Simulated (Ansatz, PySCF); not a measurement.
Caution: the highest occupied level lies above zero, so the state may not be bound. This triplet is an excited state, 1.74 eV above the relaxed singlet at the level frozen-core CCSD(T)/aug-cc-pVDZ // PBE0-D3(BJ)/def2-TZVPD (Ansatz, an electronic-structure program).

# CH2AlN2, SMILES `[C-]#[N+][Al-][NH2]` (excited triplet) (charge -1, multiplicity 3)

Level of theory: PBE0-D3(BJ)/def2-TZVPD (PySCF 2.14.0).

```json
{
 "highest_occupied_spin_orbital": "1.11 eV",
 "total_energy": "-391.0282 Ha",
 "cost": "around 100 core-seconds (rough)"
}
```

```xyz
6

C      2.9302    -0.3014    -0.5837
N      1.8431     0.1349    -0.5731
Al     0.1377     0.9184    -0.5804
N     -1.2472    -0.2234    -0.1577
H     -1.9164    -0.4551    -0.8776
H     -1.7475    -0.0735     0.7065
```
Charge -1, spin multiplicity 3.
